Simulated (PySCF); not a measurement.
# Pd⁺ (palladium, charge +1) across methods

[Kr] 4d8 5p1, one real determinant (an excited configuration). Computed with PySCF 2.14 in aug-cc-pVTZ-PP with ECP28MDF (6s6p5d3f2g, 88 functions), with a scalar-relativistic core potential.

```csv
method,E (hartree),mean ε 4d α (eV),mean ε 4d β (eV),mean ε 5p α (eV),Σ⟨r²⟩ (bohr²),⟨S²⟩
LDA,-126.5601,-20.060,-18.598,-8.648,41.86,3.750
UHF,-126.11640,-27.283,-25.380,-10.271,43.08,3.754
BLYP,-126.7958,-19.717,-18.481,-8.396,42.04,3.751
r2SCAN,-126.8731,-20.268,-18.801,-8.668,41.68,3.752
PBEsol,-126.6535,-19.875,-18.448,-8.550,41.86,3.750
PBE,-126.8344,-19.888,-18.526,-8.543,41.96,3.751
MN15,-126.5517,-22.640,-21.255,-9.522,42.23,3.751
PBE0,-126.8267,-21.941,-20.460,-9.102,41.99,3.751
r2SCANh,-126.8609,-21.052,-19.553,-8.880,41.72,3.752
```

⟨L²⟩ = 14.01 against 20 for a pure G term, so this real determinant mixes terms. Energies and moments cover only the electrons outside the core potential.
